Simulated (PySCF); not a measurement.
Spin-Hamiltonian simulation

Molecule: SMILES N#C[C@]1(F)C=C1F, C₄HF₂N.

Geometry (Å), atoms numbered from 1 in this order:
```xyz
8

N     2.585   -0.635   -0.245
C     1.447   -0.588   -0.154
C     0.024   -0.499   -0.031
F    -0.583   -1.739    0.000
C    -0.767    0.655   -0.616
C    -0.647    0.622    0.679
F    -0.894    1.123    1.855
H    -1.155    1.071   -1.512
```

Theoretical values (PySCF 2.14.0 with density-fitted response routines): spin–spin couplings from B3LYP/pcJ-1, GFN2-xTB structure, shieldings: GIAO PBE0/pcSseg-1. One computed conformer, non-relativistic Hamiltonian, no solvent.

Referencing at the same level of theory: TMS for $^{1}$H.

Shifts (ppm): F4 -146.5, F7 -134.1, H8 5.81.
Couplings (Hz): F4–F7: 66.9; F4–H8: -1.9; F7–H8: -6.3.

The 3-spin Hamiltonian (Zeeman plus full scalar coupling among like nuclei) was diagonalised exactly; lines are Lorentzian, 0.4 Hz wide, and the maxima above 3 % are listed with the tallest set to 100.

(1) Give the $^{1}$H peak list of this spin system at 250 MHz.

(2) And at 800 MHz?

## Answers

(1) 
Hz from δ = 0 (height): 1456.6 (100), 1454.7 (100), 1450.3 (100), 1448.4 (100)

(2) 
δ in ppm (height): 5.815 (100), 5.813 (100), 5.807 (100), 5.805 (100)
